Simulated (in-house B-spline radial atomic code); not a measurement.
Whole-atom quantities along the 16-electron series, configuration [Ne] 3s2 3p4. Computed with a radial B-spline atomic code at the basis-set limit: non-relativistic Hartree-Fock, average of the configuration, point nuclei.

This level leaves out relativity, spin-orbit splitting included, which matters for heavy ions.

```json
{"ion": "S", "Z": "16", "E/Z² (Eh)": "-1.5527", "Σ<r²> (bohr²)": "29.358", "n(0)/Z³ (bohr⁻³)": "0.65174", "Lamb diamagnetic shielding (ppm)": "1050.38", "repulsion over attraction": "0.16037"}
{"ion": "Cl+", "Z": "17", "E/Z² (Eh)": "-1.5883", "Σ<r²> (bohr²)": "20.729", "n(0)/Z³ (bohr⁻³)": "0.6556", "Lamb diamagnetic shielding (ppm)": "1134.2", "repulsion over attraction": "0.15486"}
{"ion": "Ar2+", "Z": "18", "E/Z² (Eh)": "-1.6212", "Σ<r²> (bohr²)": "15.748", "n(0)/Z³ (bohr⁻³)": "0.65918", "Lamb diamagnetic shielding (ppm)": "1217.71", "repulsion over attraction": "0.14925"}
{"ion": "K3+", "Z": "19", "E/Z² (Eh)": "?", "Σ<r²> (bohr²)": "?", "n(0)/Z³ (bohr⁻³)": "?", "Lamb diamagnetic shielding (ppm)": "?", "repulsion over attraction": "?"}
{"ion": "Ca4+", "Z": "20", "E/Z² (Eh)": "-1.6796", "Σ<r²> (bohr²)": "10.219", "n(0)/Z³ (bohr⁻³)": "0.66557", "Lamb diamagnetic shielding (ppm)": "1384.24", "repulsion over attraction": "0.13846"}
{"ion": "Sc5+", "Z": "21", "E/Z² (Eh)": "-1.7056", "Σ<r²> (bohr²)": "8.543", "n(0)/Z³ (bohr⁻³)": "0.66842", "Lamb diamagnetic shielding (ppm)": "1467.36", "repulsion over attraction": "0.13342"}
{"ion": "Ti6+", "Z": "22", "E/Z² (Eh)": "-1.7297", "Σ<r²> (bohr²)": "7.2657", "n(0)/Z³ (bohr⁻³)": "0.67107", "Lamb diamagnetic shielding (ppm)": "1550.42", "repulsion over attraction": "0.12866"}
{"ion": "V7+", "Z": "23", "E/Z² (Eh)": "-1.7521", "Σ<r²> (bohr²)": "6.2656", "n(0)/Z³ (bohr⁻³)": "0.67354", "Lamb diamagnetic shielding (ppm)": "1633.44", "repulsion over attraction": "0.12416"}
{"ion": "Cr8+", "Z": "24", "E/Z² (Eh)": "-1.773", "Σ<r²> (bohr²)": "5.4654", "n(0)/Z³ (bohr⁻³)": "0.67584", "Lamb diamagnetic shielding (ppm)": "1716.43", "repulsion over attraction": "0.11991"}
{"ion": "Mn9+", "Z": "25", "E/Z² (Eh)": "?", "Σ<r²> (bohr²)": "?", "n(0)/Z³ (bohr⁻³)": "?", "Lamb diamagnetic shielding (ppm)": "?", "repulsion over attraction": "?"}
{"ion": "Fe10+", "Z": "26", "E/Z² (Eh)": "-1.8106", "Σ<r²> (bohr²)": "4.2749", "n(0)/Z³ (bohr⁻³)": "0.68001", "Lamb diamagnetic shielding (ppm)": "1882.34", "repulsion over attraction": "0.11215"}
{"ion": "Co11+", "Z": "27", "E/Z² (Eh)": "-1.8276", "Σ<r²> (bohr²)": "3.8239", "n(0)/Z³ (bohr⁻³)": "0.6819", "Lamb diamagnetic shielding (ppm)": "1965.27", "repulsion over attraction": "0.1086"}
{"ion": "Ni12+", "Z": "28", "E/Z² (Eh)": "-1.8436", "Σ<r²> (bohr²)": "3.4421", "n(0)/Z³ (bohr⁻³)": "0.68368", "Lamb diamagnetic shielding (ppm)": "2048.19", "repulsion over attraction": "0.10525"}
{"ion": "Cu13+", "Z": "29", "E/Z² (Eh)": "-1.8587", "Σ<r²> (bohr²)": "3.1158", "n(0)/Z³ (bohr⁻³)": "0.68535", "Lamb diamagnetic shielding (ppm)": "2131.09", "repulsion over attraction": "0.10209"}
{"ion": "Zn14+", "Z": "30", "E/Z² (Eh)": "?", "Σ<r²> (bohr²)": "?", "n(0)/Z³ (bohr⁻³)": "?", "Lamb diamagnetic shielding (ppm)": "?", "repulsion over attraction": "?"}
{"ion": "Ga15+", "Z": "31", "E/Z² (Eh)": "-1.8861", "Σ<r²> (bohr²)": "2.5904", "n(0)/Z³ (bohr⁻³)": "0.68843", "Lamb diamagnetic shielding (ppm)": "2296.88", "repulsion over attraction": "0.096268"}
{"ion": "Ge16+", "Z": "32", "E/Z² (Eh)": "-1.8988", "Σ<r²> (bohr²)": "2.3769", "n(0)/Z³ (bohr⁻³)": "0.68984", "Lamb diamagnetic shielding (ppm)": "2379.76", "repulsion over attraction": "0.09359"}
{"ion": "As17+", "Z": "33", "E/Z² (Eh)": "-1.9107", "Σ<r²> (bohr²)": "2.1891", "n(0)/Z³ (bohr⁻³)": "0.69118", "Lamb diamagnetic shielding (ppm)": "2462.64", "repulsion over attraction": "0.091051"}
{"ion": "Se18+", "Z": "34", "E/Z² (Eh)": "-1.922", "Σ<r²> (bohr²)": "2.023", "n(0)/Z³ (bohr⁻³)": "0.69244", "Lamb diamagnetic shielding (ppm)": "2545.51", "repulsion over attraction": "0.08864"}
```

Problem. Fill in the row of K3+.

Solution. E/Z² (Eh): -1.6516; Σ<r²> (bohr²): 12.498; n(0)/Z³ (bohr⁻³): 0.6625; Lamb diamagnetic shielding (ppm): 1301.03; repulsion over attraction: 0.14375.

Problem. Fill in the row of Mn9+.

Solution. E/Z² (Eh): -1.7924; Σ<r²> (bohr²): 4.8137; n(0)/Z³ (bohr⁻³): 0.67799; Lamb diamagnetic shielding (ppm): 1799.4; repulsion over attraction: 0.11592.

Problem. Fill in the row of Zn14+.

Solution. E/Z² (Eh): -1.8728; Σ<r²> (bohr²): 2.8346; n(0)/Z³ (bohr⁻³): 0.68693; Lamb diamagnetic shielding (ppm): 2213.99; repulsion over attraction: 0.099096.

Problem. With what power of Z does the column «Σ<r²> (bohr²)» change over this range?

Solution. A fit of the logarithm of its size against log Z from Z = 16 to 34 has slope -3.38. Unscreened non-relativistic hydrogenic orbitals would give -2.
